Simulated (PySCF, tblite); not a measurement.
Isomers of C7H9 (doublet state), one GFN2-xTB conformer each. Single-point energies are computed at B3LYP/pcH-1 (PySCF, gas phase, no added dispersion term), electronic only. GFN2-xTB treats the open shell by occupation alone, and not every SCF solution was tested for stability.

| SMILES | GFN2-xTB relative energy (kcal/mol) |
| --- | --- |
| C=C/C(C)=C1\[CH]C1 | 0.0 |
| C/C=C/CC1=C[CH]1 | 34.2 |

Conformers: `[CH2:1]=[CH:2]/[C:3]([CH3:4])=[C:5]1\[CH:6][CH2:7]1` (doublet state) with C1–C2–C3–C4 0°; `[CH3:1]/[CH:2]=[CH:3]/[CH2:4][C:5]1=[CH:6][CH:7]1` (doublet state) with C2–C3–C4–C5 -121°, C3–C4–C5–C6 118°.

Problem. What does B3LYP/pcH-1 give for the same structures?

Solution. 
```json
{"SMILES": "C=C/C(C)=C1\\[CH]C1", "B3LYP/pcH-1 E (Eh)": "-272.05391", "B3LYP/pcH-1 (kcal/mol)": "0.0", "GFN2-xTB (kcal/mol)": "0.0", "point group": "Cs"}
{"SMILES": "C/C=C/CC1=C[CH]1", "B3LYP/pcH-1 E (Eh)": "-272.01049", "B3LYP/pcH-1 (kcal/mol)": "27.2", "GFN2-xTB (kcal/mol)": "34.2", "point group": "C1"}
```

Both levels put the same isomer lowest. 

Problem. What happens when harmonic zero-point energies from GFN2-xTB frequencies are added?

Solution. 
```tsv
SMILES	ZPE (kcal/mol)	electronic (kcal/mol)	with ZPE (kcal/mol)
C=C/C(C)=C1\[CH]C1	81.7	0.0	0.0
C/C=C/CC1=C[CH]1	81.4	27.2	26.9
```

The zero-point energies span 0.3 kcal/mol. The order is unchanged.
